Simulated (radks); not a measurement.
The numbers below are computed, except where a source is named.
Question: Mo5+, 37 electrons, occupied as [Kr] 4d1 (the NIST ground configuration). Code: a radial shooting solver on a logarithmic mesh with Libxc functionals. Model: Dirac Kohn-Sham, LDA (Slater exchange, Perdew-Wang correlation), spin-unpolarised, spherical densities, point nucleus; open shells fill j = l - 1/2 first. Some entries of the table are withheld. Estimate them.

orbital  occ.  eigenvalue (eV)  <r> (bohr)
1s1/2       2        -19852.25         (1)
2s1/2       2        -2861.901      0.1536
2p1/2       2        -2639.941      0.1308
2p3/2       4        -2533.573      0.1354
3s1/2       2        -541.5567      0.4293
3p1/2       2              (2)      0.4235
3p3/2       4              (3)      0.4341
3d3/2       4        -289.6765      0.4127
3d5/2       6        -286.3416      0.4162
4s1/2       2        -127.4525       1.076
4p1/2       2              (4)       1.156
4p3/2       4              (5)       1.181
4d3/2       1         -61.1753       1.439
4d5/2       0         -60.8074       1.447

Answer: 
(1) 1s1/2 <r> (bohr): 0.03520
(2) 3p1/2 eigenvalue (eV): -457.0779
(3) 3p3/2 eigenvalue (eV): -439.5119
(4) 4p1/2 eigenvalue (eV): -102.4017
(5) 4p3/2 eigenvalue (eV): -99.5875
